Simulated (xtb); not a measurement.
xtb input (GFN2-xTB):

```bash
xtb mol.xyz --gfn 2 --ohess tight --chrg 0 --uhf 0
```
mol.xyz:
```
12

N     -1.58994531     0.13468184     1.12941347
Si    -1.18059160    -0.32252322    -0.45598512
Si     1.13325770     0.04478504    -0.68714896
N      1.61729236     0.49254703     0.92457474
H     -2.52716863     0.04955118     1.49772576
H     -1.15660000     0.97646360     1.53438877
H     -1.48804349    -1.79123939    -0.56023811
H     -1.94030481     0.28451910    -1.50623338
H      1.43940264     1.18103684    -1.52990846
H      1.81235841    -1.14660656    -1.24405379
H      2.57317456     0.74640551     1.13310473
H      1.27819969    -0.08940141     1.72224311
```

End of the output:

```
           -------------------------------------------------
          | TOTAL ENERGY              -13.396951924739 Eh   |
          | TOTAL ENTHALPY            -13.304642604079 Eh   |
          | TOTAL FREE ENERGY         -13.344578093709 Eh   |
          | GRADIENT NORM               0.000172557553 Eh/α |
          | HOMO-LUMO GAP               4.606592559514 eV   |
           -------------------------------------------------

------------------------------------------------------------------------
------------------------------------------------------------------------
 total:
Note: The following floating-point exceptions are signalling: IEEE_UNDERFLOW_FLAG IEEE_DENORMAL
normal termination of xtb
 SCF:
 ANC optimizer:
 analytical hessian:
```
